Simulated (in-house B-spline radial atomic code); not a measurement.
# Ionising Se³⁺ with different functionals

Computed with a radial B-spline atomic code at the basis-set limit: non-relativistic Hamiltonian, point nucleus, spin-polarised at highest spin, spherical fractional occupations for the functionals, the average over the highest-spin determinants for Hartree-Fock. The ionisation energy is the difference of two self-consistent energies, [Ar] 3d10 4s2 4p1 → [Ar] 3d10 4s2, without Breit or QED terms; ε is the level of the shell that loses the electron (its least bound occupied spin orbital). There is no spin-orbit coupling in this Hamiltonian.

Hybrids are left out here: with spherical fractional occupations of an open shell their exact exchange keeps a self-interaction that integer-occupation calculations don't have.

```tsv
method	rung	ΔSCF (eV)	-ε(4p) (eV)
Hartree-Fock	Hartree-Fock	41.73	41.94
LDA VWN5	LDA	42.77	37.18
LDA PW92	LDA	42.76	37.17
LDA exchange-only	LDA	41.49	36.00
PBE	GGA	42.43	36.96
PBEsol	GGA	42.47	37.00
BLYP	GGA	42.46	36.87
RPBE	GGA	42.31	36.89
PW91	GGA	42.56	37.06
BP86	GGA	42.62	37.11
AM05	GGA	42.44	36.97
OLYP	GGA	42.24	36.88
TPSS	meta-GGA	42.37	36.99
SCAN	meta-GGA	42.47	37.16
r2SCAN	meta-GGA	42.42	37.16
M06-L	meta-GGA	42.03	36.59
revTPSS	meta-GGA	42.34	36.99
```

How do they compare with the NIST value?

NIST lists 42.947 eV ± 0.003 (measured, ground level to ground level). Errors run from -1.46 to -0.18 eV; LDA VWN5 is closest (-0.18 eV), but part of that can be cancellation, since the calculations leave out relativity, Breit-QED terms, multiplet and fine-structure energies. Hartree-Fock also lacks correlation.
